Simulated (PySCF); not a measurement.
Nb(S)(OH)2(Me) (CH₅NbO₂S), SMILES [CH3][Nb]([OH])([OH])=[S], multiplicity 1. Geometry: PBE-D3(BJ)/def2-SVP. The multiplicity is an assumed one; no other spin state was optimised. The structure was generated by enumeration; whether it is a known compound was not checked. The def2 effective core potentials stand for the cores of Nb; spin–orbit coupling is left out. One conformer was computed; it need not be the lowest.

Computed equilibrium geometry at PBE-D3(BJ)/def2-SVP (PySCF confirms it by a frequency run) as Cartesian coordinates in Å, and its point group (one conformer of several):
point group Cs.
```xyz
10

Nb    -0.0863     0.1984     0.0000
S      0.1487    -1.9571     0.0000
O     -0.9174     0.8260    -1.5847
H     -1.2495     0.3554    -2.3698
O     -0.9174     0.8260     1.5847
H     -1.2495     0.3554     2.3698
C      1.9187     0.9796     0.0000
H      2.4758     0.6418     0.8990
H      1.8721     2.0913     0.0000
H      2.4758     0.6418    -0.8990
```
Charge 0, spin multiplicity 1.
